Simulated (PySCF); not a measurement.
Species: C6H11NOSi2.
Atom-mapped SMILES: `[N:1]#[C:2]/[CH:3]=[CH:4]/[CH2:5][Si@@H:6]1[CH2:7][CH2:8][SiH2:9][O:10]1` (hydrogens: H11 on C3; H12 on C4; H13, H14 on C5; H15 on Si6; H16, H17 on C7; H18, H19 on C8; H20, H21 on Si9)

A GFN2-xTB structure was refined with PySCF 2.14.0, PBE0-D3(BJ)/def2-SVP geometry optimisation, gas phase. Its GFN2-xTB values:

```json
{"coordinate": "N1≡C2", "GFN2-xTB": "1.149 Å"}
{"coordinate": "C2–C3", "GFN2-xTB": "1.403 Å"}
{"coordinate": "C3–H11", "GFN2-xTB": "1.082 Å"}
{"coordinate": "C4–H12", "GFN2-xTB": "1.083 Å"}
{"coordinate": "C5–Si6", "GFN2-xTB": "1.917 Å"}
{"coordinate": "C5–H13", "GFN2-xTB": "1.088 Å"}
{"coordinate": "C5–H14", "GFN2-xTB": "1.087 Å"}
{"coordinate": "Si6–C7", "GFN2-xTB": "1.907 Å"}
{"coordinate": "Si6–O10", "GFN2-xTB": "1.634 Å"}
{"coordinate": "Si6–H15", "GFN2-xTB": "1.462 Å"}
{"coordinate": "C7–H17", "GFN2-xTB": "1.090 Å"}
{"coordinate": "C8–Si9", "GFN2-xTB": "1.910 Å"}
{"coordinate": "C8–H18", "GFN2-xTB": "1.089 Å"}
{"coordinate": "Si9–O10", "GFN2-xTB": "1.647 Å"}
{"coordinate": "Si9–H20", "GFN2-xTB": "1.456 Å"}
{"coordinate": "Si9–H21", "GFN2-xTB": "1.458 Å"}
{"coordinate": "N1–C2–C3", "GFN2-xTB": "179.7°"}
{"coordinate": "C3–C4–C5", "GFN2-xTB": "123.8°"}
{"coordinate": "C4–C5–Si6", "GFN2-xTB": "109.4°"}
{"coordinate": "Si6–C7–C8", "GFN2-xTB": "106.8°"}
{"coordinate": "Si6–O10–Si9", "GFN2-xTB": "119.7°"}
{"coordinate": "C7–Si6–O10", "GFN2-xTB": "99.1°"}
{"coordinate": "C7–C8–Si9", "GFN2-xTB": "107.7°"}
{"coordinate": "C8–Si9–O10", "GFN2-xTB": "97.8°"}
{"coordinate": "C3–C4–C5–Si6", "GFN2-xTB": "89°"}
{"coordinate": "C4–C5–Si6–C7", "GFN2-xTB": "52°"}
{"coordinate": "C7–C8–Si9–O10", "GFN2-xTB": "-26°"}
{"coordinate": "C8–Si9–O10–Si6", "GFN2-xTB": "10°"}
```

**Question.** How do these coordinates change at the PBE0-D3(BJ)/def2-SVP level?

**Answer.** 
| coordinate | PBE0-D3(BJ)/def2-SVP (Å or °) | change |
| --- | --- | --- |
| Si6–O10 | 1.679 | +0.045 |
| Si9–O10 | 1.686 | +0.039 |
| Si9–H20 | 1.491 | +0.035 |
| Si9–H21 | 1.493 | +0.035 |
| Si6–H15 | 1.494 | +0.032 |
| C5–Si6 | 1.895 | -0.022 |
| C2–C3 | 1.424 | +0.021 |
| C5–H13 | 1.103 | +0.015 |
| C5–H14 | 1.101 | +0.014 |
| C8–Si9 | 1.896 | -0.014 |
| C4–H12 | 1.096 | +0.013 |
| Si6–C7 | 1.894 | -0.013 |
| C8–H18 | 1.102 | +0.013 |
| C3–H11 | 1.095 | +0.013 |
| C7–H17 | 1.102 | +0.012 |
| N1≡C2 | 1.161 | +0.012 |
| Si6–O10–Si9 | 115.4 | -4.3 |
| C8–Si9–O10 | 99.9 | +2.1 |
| C7–Si6–O10 | 100.6 | +1.5 |
| C7–C8–Si9 | 107.0 | -0.7 |
| C3–C4–C5 | 124.4 | +0.6 |
| Si6–C7–C8 | 107.3 | +0.5 |
| C4–C5–Si6 | 109.9 | +0.5 |
| N1–C2–C3 | 179.5 | -0.2 |
| C3–C4–C5–Si6 | 78 | -11 |
| C4–C5–Si6–C7 | 46 | -6 |
| C8–Si9–O10–Si6 | 13 | +3 |
| C7–C8–Si9–O10 | -28 | -2 |

The energy falls by 22.0 kJ/mol over 10 energy and gradient evaluations, the largest force component goes from 0.0276 to 2.1e-04 Eh/bohr, and the atoms move by 0.176 Å rms after alignment. The bond that changes most is Si6–O10 (oxygen-bound silicon to siloxane oxygen), which lengthens by 0.045 Å. Bonds longer at the end by more than 0.005 Å: 18 of 21; shorter: 3. Among the dihedrals that turn most is H14–C5–Si6–H15, from 64° to 52°. Rotational constants go from 1408, 653.4, 538.6 to 1358, 671.7, 550.9 MHz.

The run used 203 basis functions and 78 SCF cycles in all.

No frequency check. One conformer, not necessarily the lowest.
